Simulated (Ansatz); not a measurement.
Job for Ansatz (a quantum-chemistry and plane-wave program): R-CCSD(T)/cc-pVDZ on GeH4Se2 (SMILES [GeH3][Se][SeH]), a point of a torsion scan. The run froze 42 orbitals, filled d shells among them.

Ansatz 0.2 input:
```yaml
crystal:
  periodic: [false, false, false]
  atoms:
    - {symbol: Ge, position_ang: [1.01115535, -0.11156457, 0.06264458]}
    - {symbol: Se, position_ang: [-0.47397832, 1.66831533, -0.31080074]}
    - {symbol: Se, position_ang: [-2.49681573, 0.58566663, 0.04295439]}
    - {symbol: H, position_ang: [0.74020703, -1.27034638, -0.85226313]}
    - {symbol: H, position_ang: [2.39920814, 0.40349606, -0.15828375]}
    - {symbol: H, position_ang: [0.88491785, -0.60605381, 1.47878880]}
    - {symbol: H, position_ang: [-2.24923098, 0.19125725, 1.42252073]}
basis:
  gaussian:
    orbitals: cc-pVDZ
magnetization: {spin_polarized: false}
correlation: {method: ccsd_t, electrons: outside_noble_gas}
scf: {lower_state_search: off}
```

Program output:

```
WARN ansatz: RAYON_NUM_THREADS=1 ignored (pool sized by the plan → 1); use --threads N
Functional definition: HF
these checks for a lower state are left out or cut short: stability, starts, cluster_reference, orbital_swaps, neighbouring_geometries, increment
integrals: 0.16 GiB planned
1152 factors; integrals over basis functions are off by at most 1.2e-3 eV
mean field: 0.46 GiB planned
mean field evaluation 1: about -187140.2122 eV, gradient 1.4e1 eV
mean field evaluation 2: about -187140.2172 eV, gradient 1.4e1 eV
mean field evaluation 4: about -187141.1238 eV, gradient 1.4e0 eV
mean field evaluation 8: about -187141.1347 eV, gradient 3.1e-5 eV
mean field -187141.13473006 eV, -6877.3098525127 hartree, gradient 1.6e-6 eV, S^2 0.000000; 0 other end points of the search recorded, 0 dependent functions left out
42 core orbitals not correlated
reference -187141.13473006 eV, -6877.3098525127 hartree; 10, 10 occupied and 49, 49 virtual orbitals, 1152 factors
second order -8.93747155 eV of doubles, -0.00000000 eV of singles
coupled cluster: 0.20 GiB planned
cycle   1  -9.86618987 eV  change   -9.3e-1 eV  update   8.0e-2
cycle   2  -10.21943179 eV  change   -3.5e-1 eV  update   2.6e-2
cycle   3  -10.25253810 eV  change   -3.3e-2 eV  update   8.3e-3
cycle   4  -10.24991495 eV  change    2.6e-3 eV  update   2.7e-3
cycle   5  -10.24939448 eV  change    5.2e-4 eV  update   1.0e-3
cycle   6  -10.24923328 eV  change    1.6e-4 eV  update   4.0e-4
cycle   7  -10.24925029 eV  change   -1.7e-5 eV  update   1.4e-4
cycle   8  -10.24928516 eV  change   -3.5e-5 eV  update   5.5e-5
cycle   9  -10.24928100 eV  change    4.2e-6 eV  update   2.5e-5
perturbative correction -0.28281906 eV, -0.0103934088 hartree
Total energy: -187151.66683012 eV, -6877.6969000510 hartree
Checks for a lower state left out: stability, starts, cluster_reference, orbital_swaps, neighbouring_geometries, increment
```

The calculation finished and met its thresholds.

Cost: roughly 3 core-seconds.
